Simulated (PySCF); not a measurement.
Precursor series Zr F-H. Isolated molecules, 0 K electronic values unless said otherwise.

The dipole moment from two functionals at the same geometries (BP86-D3(BJ)/def2-SVP), both in PySCF: PBE-D3(BJ)/def2-TZVP and B3LYP-D3(BJ)/def2-TZVP. B3LYP has the VWN-RPA correlation part, as in Gaussian. 

```csv
species,PBE-D3(BJ)/def2-TZVP (D)
0 of 4 F replaced by H ([Zr(F)4]),0.00
1 of 4 F replaced by H ([Zr(F)3(H)]),0.14
2 of 4 F replaced by H ([Zr(F)2(H)2]),0.23
3 of 4 F replaced by H ([Zr(F)(H)3]),0.62
4 of 4 F replaced by H ([Zr(H)4]),0.00
```

Task: What does B3LYP-D3(BJ)/def2-TZVP give for each?

Result: 
- 0 of 4 F replaced by H ([Zr(F)4]): 0.00
- 1 of 4 F replaced by H ([Zr(F)3(H)]): 0.02
- 2 of 4 F replaced by H ([Zr(F)2(H)2]): 0.39
- 3 of 4 F replaced by H ([Zr(F)(H)3]): 0.76
- 4 of 4 F replaced by H ([Zr(H)4]): 0.00
Over these rows, drawn at random from the members with no instability flagged (it was tested for open shells, ions and some series alone), PBE minus B3LYP-D3(BJ): mean -0.04 D, from -0.16 D to +0.12 D.
